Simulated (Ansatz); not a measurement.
Reaction (ligand exchange at the Si–C bond): `C=C[SiH2][SiH2]C` + H₂S → `C=C[SiH2][SiH2]S` + CH₄

Gas-phase electronic energies from Ansatz, PBE0-D4/def2-TZVP geometries. CCSD(T)/CBS is the MP2 limit (def2-TZVPP, def2-QZVPP) plus CCSD(T) − MP2 in def2-TZVPP, frozen cores. This one scheme is used for every species. Functionals use def2-TZVPP. One conformer a species, not always the lowest.

| species | r2SCAN-D4 energy (Eh) |
| --- | --- |
| `C=C[SiH2][SiH2]C` | -699.23649 |
| H₂S | -399.37429 |
| `C=C[SiH2][SiH2]S` | -1058.13707 |
| CH₄ | -40.50108 |

Problem. Work out ΔE.

Solution. ΔE = (-1058.13707) + (-40.50108) − (-699.23649) − (-399.37429) = -0.02737 Eh = -71.9 kJ/mol. CCSD(T)/CBS gives -68.9 kJ/mol.

Largest T1 diagnostic among the species: 0.012.

The D4 term adds −5.1 kJ/mol with B3LYP and −2.7 kJ/mol with PBE0; it sums over pairs of atoms, weighted by their polarisabilities, and B3LYP, whose exchange is more repulsive, gets the larger term.

B3LYP here is the variant with VWN-RPA as its local correlation; programs differ in this.
